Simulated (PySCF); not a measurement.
Species: C5H3F2O (doublet state).
Structure used (GFN2-xTB), in Å, numbered top down from 1:
```
atom  x, y, z in Å
C1    -2.0410    0.2772   -0.6651
O2    -0.6526    0.5468   -0.7177
C3     0.1496   -0.0861    0.1199
F4    -0.4581   -0.9507    0.9674
C5     1.4943    0.0882    0.1640
C6     2.7675    0.7071   -0.2889
C7     2.7109   -0.2336    0.7282
F8     3.2212   -1.0033    1.6564
H9    -2.4910    0.9049   -1.4302
H10   -2.2440   -0.7763   -0.8767
H11   -2.4514    0.5285    0.3167
```

The hyperfine couplings belong to this conformer and change with its torsions.

The species is `CO/C(F)=C1[C]=C\1F` [radical].

Computed, not measured: UKS B3LYP, pcH-1 on C F H O, non-relativistic, mean-field spin-orbit, GIAO in PySCF 2.14.0. One conformer (not necessarily the lowest) at the GFN2-xTB geometry, without solvent, vibrations or thermal averaging. Couplings are sensitive to structure, and on GFN2-xTB geometries they can be far from those on DFT ones. The SCF solution wasn't tested for stability.

The isotropic 13C couplings are +42.4, -32.9, +18.6, +11.8, -5.7 MHz. Assign them to C1; C3; C5; C6; C7.

```tsv
site	a_iso (MHz)	ρ(0) (bohr⁻³)	position	distance from C3 (Å)	spin population	largest |T| (MHz)
C1	-5.7	-0.0051	2 bonds from C3	2.36	-0.01	1.9
C3	+42.4	+0.0378	largest spin population	0.00	+0.51	103.2
C5	-32.9	-0.0292	1 bond from C3	1.36	-0.01	8.1
C6	+11.8	+0.0105	2 bonds from C3	2.77	+0.13	24.3
C7	+18.6	+0.0165	2 bonds from C3	2.64	+0.17	33.0
```

Match the computed a_iso(19F) values +91.8, +33.5 MHz with the sites F4; F8.

| site | a_iso (MHz) | ρ(0) (bohr⁻³) | position | distance from C3 (Å) | bound to | spin population there | largest \|T\| (MHz) |
| --- | --- | --- | --- | --- | --- | --- | --- |
| F4 | +91.8 | +0.0218 | 1 bond from C3 | 1.35 | C3 | +0.51 | 297.6 |
| F8 | +33.5 | +0.0080 | 3 bonds from C3 | 3.55 | C7 | +0.17 | 104.0 |

ρ(0) is the spin density at the nucleus and T the dipolar tensor; entries for several nuclei are means. The Mulliken spin populations are largest on C3 (+0.51), C7 (+0.17), O2 (+0.13) and C6 (+0.13). The angles at C3 add up to 360.0°, so it is planar.

Class means assume fast exchange of nuclei equivalent by connectivity; if that motion is slow, each nucleus keeps its own coupling. The three 1H nuclei of mean +13.2 MHz run from -1.2 to 20.4 MHz in the frozen geometry.

C6, the radical centre as drawn in `CO/C(F)=C1[C]=C\1F`, holds a spin population of +0.13 out of 1.

Time: 94 s of wall time (with the writing of density and orbital grids); peak memory 0.88 GiB. Hardware: an Intel Xeon at 2.50 GHz with one thread, shared host with 64 logical CPUs at a one-minute load of 49.
